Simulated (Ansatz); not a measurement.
# Relative stability

The two ends of one reaction step of SiH$_{5}$O$_{3}$F, closed shell (PBE0-D4/def2-TZVP).

A:

```
10
angstrom
Si -0.4562 -0.1148 -0.2636
F 2.7047 0.2421 0.5426
O -0.6681 -1.6485 0.2314
O -1.8078 0.4053 -1.0100
O -0.1236 0.9728 0.9056
H 2.3241 -0.0660 -0.2455
H 0.7040 -0.2263 -1.1924
H -1.4587 -1.8635 0.7293
H -1.9865 1.3460 -0.9639
H 0.7679 0.9528 1.2667
```

B:

| atom | x (Å) | y (Å) | z (Å) |
| --- | --- | --- | --- |
| Si1 | -0.3042 | 0.5052 | 0.3739 |
| F2 | 1.2088 | 0.8049 | -0.0363 |
| O3 | -0.4569 | -1.0856 | 0.6293 |
| O4 | -1.2807 | 0.9783 | -0.8265 |
| O5 | -0.6692 | 1.3285 | 1.7196 |
| H6 | 1.3966 | -2.2593 | -1.8087 |
| H7 | 1.6992 | -1.6452 | -1.5086 |
| H8 | -0.0879 | -1.6793 | -0.0266 |
| H9 | -1.3310 | 1.9119 | -1.0339 |
| H10 | -0.1748 | 1.1405 | 2.5180 |

Computed with Ansatz 0.2.0 (basis: def2-TZVPP); correlated methods freeze the cores. B3LYP uses VWN-RPA correlation.

Task: Which structure is lower at CCSD(T), and by how much? (To be estimated.)

Result: By the calculation: B, by 126.0 kJ/mol (electronic energy, against the other). By their contacts, A is a complex of SiH₄O₃ ([OH][SiH]([OH])[OH]) + HF and B is a complex of SiH₃O₃F ([OH][Si]([OH])([OH])[F]) + H₂.

All methods give the same order:

| method | E(B) − E(A) (kJ/mol) |
| --- | --- |
| SPW92 | -108.1 |
| PBE-D4 | -113.7 |
| BLYP-D4 | -123.2 |
| r2SCAN-D4 | -130.2 |
| B97M-V | -129.8 |
| PBE0-D4 | -118.3 |
| B3LYP-D4 | -126.0 |
| r2SCAN0-D4 | -130.2 |
| BHLYP-D4 | -131.2 |
| CAM-B3LYP-D4 | -127.3 |
| wB97X-V | -125.2 |
| wB97M-V | -126.1 |
| B2PLYP | -127.2 |
| PBE-QIDH | -124.4 |
| RPA on PBE | -125.3 |
| HF | -139.2 |
| MP2 | -128.1 |
| CCSD | -127.1 |
| CCSD(T) | -126.0 |

The T1 diagnostic stays at or below 0.012.

Labels in which every atom is bracketed show which atoms are joined, not bond orders.

For scale, one of the runs: CCSD(T)/def2-TZVPP, 236 basis functions, launched by `ansatz run in.yaml --threads 4 --pin off --events-out ev --progress --plain --max-ram 9574MiB`. The run took 2.1 min on 4 CPU threads of an Arm Neoverse V2 (shared host), with 4.7 GiB of host memory at its peak.
